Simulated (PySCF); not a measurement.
Compound: Ti(NEt2)Cl3, C₄H₁₀Cl₃NTi (singlet state).
Cartesian coordinates in Å at the PBE0-D3(BJ)/def2-SVP level; atoms count from 1:
```
atom  x, y, z in Å
Ti1    0.521    0.654   -1.731
N2     0.341    0.223    0.032
C3     0.411   -1.117    0.597
C4     0.779   -2.220   -0.378
C5    -0.087    1.244    0.991
C6    -1.599    1.348    1.114
H7    -0.567   -1.350    1.057
H8     1.148   -1.093    1.422
H9     0.048   -2.298   -1.196
H10    1.775   -2.062   -0.815
H11    0.788   -3.182    0.152
H12    0.371    1.001    1.967
H13    0.328    2.217    0.688
H14   -2.041    1.663    0.156
H15   -2.053    0.388    1.400
H16   -1.870    2.093    1.876
Cl17   2.492    0.017   -2.464
Cl18   0.276    2.814   -1.988
Cl19  -1.122   -0.347   -2.795
```

Method: PySCF 2.14.0, density-fitted response routines, TDDFT CAM-B3LYP/def2-SVPD, vertical, gas phase, core orbitals frozen in the response.

Transition dipole moments from the ground state, in atomic units and in the frame of the coordinates above (overall signs are arbitrary), for the states with f of 0.002 or more among the lowest 9:

| state | E (hartree) | μx | μy | μz |
| --- | --- | --- | --- | --- |
| S2 | 0.1249 | -0.053 | 0.029 | 0.320 |
| S4 | 0.1619 | 0.068 | -0.017 | 0.252 |
| S5 | 0.1710 | 0.257 | 0.033 | 0.198 |
| S6 | 0.1732 | -0.244 | -0.185 | 0.963 |
| S7 | 0.1794 | 0.034 | -0.028 | -0.224 |
| S8 | 0.1848 | -0.079 | 0.354 | 0.148 |
| S9 | 0.1852 | 0.103 | 0.115 | -0.003 |

(1) Work out the oscillator strengths.

(2) Which bond between heavy atoms lies closest to the direction of the S6 transition dipole?

(3) What angle do the transition dipoles of S5 and S6 make?

(4) What peak molar absorption coefficient would the strongest computed level give as a lone Gaussian band 0.5 eV wide at half height?

Results:

(1) f = (2/3) ΔE |μ|² with ΔE in hartree (27.2114 eV).

```tsv
state	|μ|² (au)	|μ| (D)	f
S2	0.106	0.83	0.009
S4	0.069	0.67	0.007
S5	0.106	0.83	0.012
S6	1.020	2.57	0.118
S7	0.052	0.58	0.006
S8	0.153	1.00	0.019
S9	0.024	0.39	0.003
```

(2) Ti1–N2, at 9° from it; next N2–C5 at 56°.

(3) |cos θ| = |μa·μb| / (|μa| |μb|) = 0.37, so θ ≈ 68° (taken between 0 and 90°, since the signs are arbitrary).

(4) ε(max) = 2.175×10⁸ f / FWHM, with the width in cm⁻¹. S6: 2.175×10⁸ × 0.1178 / 4033 ≈ 6400 L mol⁻¹ cm⁻¹.

The run took 90 s wall, 3.3 min CPU (with the writing of density and orbital grids) on 2 threads, INTEL XEON PLATINUM 8581C at 2.30 GHz (x86_64), no GPU, shared host with 48 logical CPUs at a one-minute load of 12, and the process peaked at 2.2 GiB of memory.
